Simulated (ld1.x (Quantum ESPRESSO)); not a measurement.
# u(r) = r·R(r): atom against pseudo-atom (selenium)

Columns: radius, all-electron u(r) and pseudo u(r) of the 4s shell (level -26.86 eV) of selenium in the configuration [Ar] 3d10 4s2 4p3; PBE, scalar-relativistic, ultrasoft scheme, ld1.x (Quantum ESPRESSO) 7.5.

| r (bohr) | all-electron | pseudo |
| --- | --- | --- |
| 0.085 | -0.1553 | -0.0797 |
| 0.170 | -0.2064 | -0.1588 |
| 0.255 | 0.0857 | -0.2364 |
| 0.340 | 0.3309 | -0.3120 |
| 0.425 | 0.4152 | -0.3850 |
| 0.510 | 0.3607 | -0.4546 |
| 0.595 | 0.2212 | -0.5203 |
| 0.680 | 0.0435 | -0.5815 |
| 0.765 | -0.1406 | -0.6377 |
| 0.850 | -0.3124 | -0.6884 |
| 0.935 | -0.4620 | -0.7331 |
| 1.020 | -0.5855 | -0.7715 |
| 1.105 | -0.6828 | -0.8033 |
| 1.190 | -0.7553 | -0.8281 |
| 1.275 | -0.8056 | -0.8458 |
| 1.360 | -0.8367 | -0.8562 |
| 1.445 | -0.8515 | -0.8591 |
| 1.530 | -0.8527 | -0.8547 |
| 1.615 | -0.8426 | -0.8428 |
| 1.700 | -0.8237 | -0.8237 |
| 1.785 | -0.7979 | -0.7979 |
| 1.870 | -0.7669 | -0.7669 |
| 1.955 | -0.7322 | -0.7322 |
| 2.040 | -0.6951 | -0.6951 |
| 2.125 | -0.6564 | -0.6564 |
| 2.210 | -0.6172 | -0.6172 |

Question: How many radial nodes do the two functions have?

Answer: The all-electron 4s function has n − l − 1 = 3 (the table is too coarse to show those close to the nucleus); the pseudo-wave has 0, since the states of the same l below it are removed with the core.

Question: At about which radius was the pseudo-wave matched?

Answer: 1.70 bohr, where the columns begin to agree (steps of 0.09 bohr).

Question: Is the pseudo-wave norm-conserving?

Answer: No, it belongs to an ultrasoft set: the norm inside the radius is not constrained, and the difference is carried by the augmentation charge.
